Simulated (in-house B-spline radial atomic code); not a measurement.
## RPA and G0W0 on PBE: N

Configuration [He] 2s2 2p3, highest spin, mean-field start PBE. Computed with a B-spline radial code for spherical atoms: all electrons, scalar-relativistic (spin-free one-electron X2C), finite nucleus, each spin shell either full or empty, empty states to l = 9 with an (l + 1/2)⁻⁴ tail; G0W0 by contour deformation at full frequency.

Command:
```bash
python run_gw.py task.json out
```
Settings (radii: box in bohr, nucleus in fm):
```
Z                        7
electrons                7
configuration            [He] 2s2 2p3
hamiltonian              x2c
method                   pbe,pbe
lmax                     9
rms_radius               2.5582
spin_polarised           True
box_radius               40
intervals                75
```

Run time, properties included: 2.1 s on 1 thread of Arm Neoverse N1, with other jobs on the host.

Energies (hartree):

```
                                     term      value
                         mean-field total  -54.56594
Hartree-Fock functional on these orbitals  -54.42768
                      direct second order     -0.417
                    second-order exchange    0.19384
                         SOSEX correction    0.16352
```

What is the RPA correlation energy, and what remains with SOSEX?

RPA gives -0.34038 hartree (-1.32 eV per electron); RPA + SOSEX gives -0.17687, and the second-order doubles -0.22316 hartree (no singles). SOSEX takes back 48 % of the RPA value.

Quasi-particle levels (eV):

```
  level  occupied  mean field  Σx - vxc     Σc  QP weight    G0W0
  2p up       yes      -8.298     -7.31      ?          ?       ?
2p down        no      -4.129      8.39  -4.28      0.822  -0.021
```

G0W0 = mean field + (Σx - vxc) + Σc, with Σc (partial-wave tail included) taken at the quasi-particle energy. Levels of low weight are left out.

Where does G0W0 put 2p up?

At -13.524 eV, with Σc = 2.09 eV and a quasi-particle weight of 0.757. The tabulated removal energy is 14.534 eV (NIST, measured).
